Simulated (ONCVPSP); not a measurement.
**lutetium (Lu): one change to an ONCV potential, before and after**

```json
{"Element": "lutetium (Lu)", "Generator": "ONCVPSP 4.0.1", "Type": "optimised norm-conserving Vanderbilt (ONCV)", "Functional": "PBEsol", "Relativity": "non-relativistic", "Frozen core": "[Kr] 4d10", "Valence charge": "25", "Reference configuration": "4f14 5s2 5p6 5d1 6s1.75 (charge +0.25)", "Partial waves": "5s+6s: rc 2.15 bohr, ncon 4, nbas 8, qcut 5.1 1/bohr, 2 projectors; 5p: rc 1.60 bohr, ncon 3, nbas 7, qcut 5.3 1/bohr, 3 projectors, debl 4 Ha; 5d: rc 3.10 bohr, ncon 4, nbas 8, qcut 5.9 1/bohr, 1 projector; 4f: rc 1.15 bohr, ncon 5, nbas 10, qcut 12.6 1/bohr, local", "Local potential": "the f channel", "Core correction": "polynomial model core, fcfact 0.35"}
```

Change: s: qcut 3.8; p: qcut 3.9; d: qcut 4.4; f: qcut 9.3.

Cutoffs: the cutoffs (Ha) at which the residual kinetic energy of the hardest occupied pseudo-wave falls to 1 and 0.1 mHa per electron; they do not see the model core or the augmentation charge, which bear on the density cutoff. Errors are all-electron minus pseudo energies relative to the spin-unpolarised reference configuration.

**Question.** Predict the effect on cutoff, ghosts and configuration errors.

**Answer.** The potential gets harder (280 Ha and 327 Ha → 338 Ha and 404 Ha); the bound ghosts move from s to p, s; the lowest positive-energy flag moves from p at 85.7 eV to s at 5.5 eV; the number of tests with a reliable result goes from 4 to 3; of the 3 tests that both files solve, the error grows in 1 and shrinks in 0 by more than 15 % and 0.3 meV (median size 0.2 → 0.3 meV); the range in which the s phases agree narrows (upper end 3.6 → 0.1).

| quantity | base | changed |
| --- | --- | --- |
| cutoff, loose | 280 Ha | 338 Ha |
| cutoff, tight | 327 Ha | 404 Ha |
| loose cutoff by channel | s 9.2 Ha, p 13 Ha, d 9.3 Ha, f 280 Ha | s 5.0 Ha, p 13 Ha, d 7.3 Ha, f 338 Ha |
| bound ghosts | s | s, p |
| GHOST(+) flags under 300 eV | p at 85.7 eV, d at 215.1 eV | s at 5.5 eV |
| tests with a reliable result | 4 of 4 | 3 of 4 |
| error for 4f14 5s2 5p6 5d1 6s2, meV [ΔE -1.18 eV] | 0.0 | 0.0 |
| error for 4f14 5s2 5p6 5d1 6s1, meV [ΔE 5.47 eV] | -0.2 | -0.3 |
| error for 4f14 5s2 5p6 5d1 6s0, meV [ΔE 17.50 eV] | -2.7 | -7.0 |
| s: phases at 2.19 bohr within 0.05 rad from the reference energy up to (Ha; the scan ends near 5) | 3.6 | 0.1 |
| p: phases at 1.62 bohr within 0.05 rad from the reference energy up to (Ha; the scan ends near 5) | to the end of the scan | to the end of the scan |
| d: phases at 3.15 bohr within 0.05 rad from the reference energy up to (Ha; the scan ends near 5) | 0.7 | 0.5 |
| f: phases at 1.17 bohr within 0.05 rad from the reference energy up to (Ha; the scan ends near 5) | 0.3 | 0.1 |
| rms error of d²Exc/dni dnj with the model core, mHa | 1.95 | 2.34 |

 A true bound ghost makes a file unfit for plane-wave use even where its test errors are small: the radial tests pick states by their node count and pass the ghost by.
